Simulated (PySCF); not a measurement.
Li(Me) (CH3Li), SMILES [Li][CH3]. Atoms are numbered in the order given.

```xyz
5

Li     0.0000     0.0000    -1.5818
C      0.0000     0.0000     0.3870
H      0.8782     0.5071     0.8078
H      0.0000    -1.0141     0.8078
H     -0.8782     0.5071     0.8078
```

The structure is a stationary point at B3LYP-D3(BJ)/def2-TZVPD. The isomer is the one that the SMILES or the coordinates give; other isomers of the formula were not compared.

Level of theory: M06-2X/def2-TZVPD (PySCF).

ESP charges are fitted to the potential on shells at 1.4 to 2.0 van der Waals radii. Atomic charges (e):

| atom | meta-Löwdin | ESP fit |
|---|---|---|
| Li1 | 0.69 | … |
| C2 | -0.92 | … |
| H3 | 0.08 | … |
| H4 | 0.08 | … |
| H5 | 0.08 | … |

Fill in the missing entries. (Estimate from the structure and the level; the computed values follow.)


- Li1, ESP fit: 0.79
- C2, ESP fit: -1.74
- H3, ESP fit: 0.32
- H4, ESP fit: 0.32
- H5, ESP fit: 0.32
